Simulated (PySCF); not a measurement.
Spinor energies of Ru³⁵⁺ (ruthenium, charge +35)

Start: [He] 2s2 2p5; 2p1/2 filled at m_j = -1/2, +1/2; 2p3/2 filled at m_j = -1/2, +1/2, +3/2. Calculated with PySCF 2.14 in an uncontracted even-tempered set (17 s from 15 bohr⁻², ratio 2.4; 12 p from 19 bohr⁻², ratio 2.4; 5 d from 73 bohr⁻², ratio 2.6; 4 f from 110 bohr⁻², ratio 2.6): generalised Hartree-Fock with the X2C-1e Hamiltonian and a Gaussian nucleus; one run each with spin-orbit coupling (SO) switched off, then screened by Boettger's factors.

```json
{"spinor shell": "1s1/2", "electrons": "2", "ε, spin-free (eV)": "-24469.3", "ε, screened SO (eV)": "-24465.8", "weight of nominal j (screened SO)": "1.000", "rms radius, screened SO (bohr)": "0.0383"}
{"spinor shell": "2s1/2", "electrons": "2", "ε, spin-free (eV)": "-5290.8", "ε, screened SO (eV)": "-5289.8", "weight of nominal j (screened SO)": "1.000", "rms radius, screened SO (bohr)": "0.153"}
{"spinor shell": "2p1/2", "electrons": "2", "ε, spin-free (eV)": "-4989.1", "ε, screened SO (eV)": "-5082.8", "weight of nominal j (screened SO)": "0.997", "rms radius, screened SO (bohr)": "0.132"}
{"spinor shell": "2p3/2", "electrons": "3", "ε, spin-free (eV)": "-4989.1", "ε, screened SO (eV)": "-4944.5", "weight of nominal j (screened SO)": "0.998", "rms radius, screened SO (bohr)": "0.136"}
```

```
   quantity    spin-free  screened SO
E (hartree)  -3404.62945  -3406.77797
        M_J          3/2          3/2
       ⟨J²⟩        3.750        3.750
       ⟨L²⟩        2.000        2.003
       ⟨S²⟩        0.750        0.753
```

Each row is a mean over spinors that exchange with the open shell spreads, by up to 35.031 eV (2s1/2).

Breit and QED terms are absent; they matter most for the inner s and p1/2 levels.

Densities and radii are taken from the X2C orbitals without a picture-change correction, which distorts them close to the nucleus.

Without spin-orbit coupling the j labels of p, d and f shells carry no meaning; the spin-free column gives the mean over the occupied spinors of each nl shell.
